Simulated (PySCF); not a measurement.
Can point charges reproduce the dipole moment of 1-methylnaphthalene (`c1(cccc2c1cccc2)C`)?

Coordinates (GFN2-xTB, Å) and charges (e) from the PBE0/pcSseg-1 density (PySCF):

```csv
atom,x,y,z,Mulliken,IAO,Hirshfeld,ESP-fitted
C1,-2.439,-1.058,0.096,-0.1146,-0.4261,-0.1163,-0.5560
C2,-1.402,0.025,0.091,-0.3162,+0.0185,+0.0101,+0.2907
C3,-1.780,1.340,0.187,-0.0331,-0.1636,-0.0573,-0.3566
C4,-0.837,2.377,0.185,-0.0476,-0.1515,-0.0529,-0.0519
C5,0.495,2.095,0.084,-0.0204,-0.1551,-0.0539,-0.4281
C6,0.934,0.759,-0.018,-0.1775,+0.0010,-0.0025,+0.3782
C7,2.306,0.444,-0.123,-0.0326,-0.1473,-0.0481,-0.3453
C8,2.725,-0.852,-0.220,-0.0573,-0.1552,-0.0519,-0.0640
C9,1.785,-1.893,-0.217,-0.0442,-0.1520,-0.0512,-0.2166
C10,0.449,-1.621,-0.119,-0.0768,-0.1557,-0.0506,-0.1466
C11,-0.021,-0.294,-0.015,-0.0031,-0.0126,-0.0047,-0.1020
H12,-3.434,-0.628,0.185,+0.1204,+0.1476,+0.0470,+0.1583
H13,-2.397,-1.638,-0.825,+0.1376,+0.1510,+0.0453,+0.1552
H14,-2.283,-1.737,0.934,+0.1376,+0.1510,+0.0453,+0.1559
H15,-2.829,1.589,0.268,+0.0678,+0.1454,+0.0464,+0.1823
H16,-1.177,3.400,0.264,+0.0861,+0.1528,+0.0501,+0.1454
H17,1.230,2.887,0.081,+0.0643,+0.1483,+0.0484,+0.1959
H18,3.021,1.255,-0.125,+0.0685,+0.1491,+0.0493,+0.1703
H19,3.777,-1.084,-0.300,+0.0876,+0.1532,+0.0503,+0.1331
H20,2.127,-2.915,-0.294,+0.0843,+0.1526,+0.0498,+0.1558
H21,-0.260,-2.435,-0.119,+0.0692,+0.1484,+0.0470,+0.1460
```

Problem. Compute μ = Σ q r for each scheme (1 e·Å = 4.803 D) and compare with the dipole of the full density.

Solution. The full density gives (-0.28, -0.25, 0.00) D, 0.38 D in size; dipole vectors point from the negative to the positive end.

```
    scheme     μx     μy     μz  size (D)  share of the full size (%)  angle to the full dipole (°)
  Mulliken  -1.30  -1.71  -0.01      2.15                         572                            10
       IAO  -0.26  -0.24   0.00      0.36                          96                             0
 Hirshfeld  -0.25  -0.20   0.00      0.32                          84                             3
ESP-fitted  -0.28  -0.25   0.01      0.38                         101                             1
```

Problem. Which set comes closest?

Solution. Length of the difference vector: ESP-fitted 0.01 D, IAO 0.02 D, Hirshfeld 0.06 D, Mulliken 1.78 D. Closest: ESP-fitted and IAO. ESP charges are fitted to the potential around the molecule, whose slowest-falling term is the dipole's. The schemes that divide the density aren't constrained to reproduce the dipole.

Problem. What is left for the Hirshfeld atoms' own dipoles?

Solution. The Hirshfeld atoms' densities add up to the full density, so μ = Σ q r + Σ (atomic dipoles). The atomic dipoles sum to (-0.28, -0.25, 0.00) − (-0.25, -0.20, 0.00) = (-0.03, -0.05, 0.00) D, 0.06 D in size.

Problem. With the origin at the mean of the coordinates, (0.000, 0.001, 0.000) Å, which are the largest single terms, by size, of the IAO dipole along the direction of the full one?

Solution. C1 -5.14, H18 -2.20, H12 +2.10, H13 +2.08, H14 +2.08 D; all 21 atoms together +0.36 D. The single terms depend on the origin, their sum doesn't.

Problem. Give the size of the full dipole in other units.

Solution. 0.38 D = 0.148 au = 0.078 e·Å = 1.25 × 10⁻³⁰ C·m.

Isolated species at its GFN2-xTB geometry, gas phase.

The run behind these numbers computed NMR shieldings as well. Time: 48 s of wall time. Hardware: one thread of an Arm Neoverse V1, shared host.
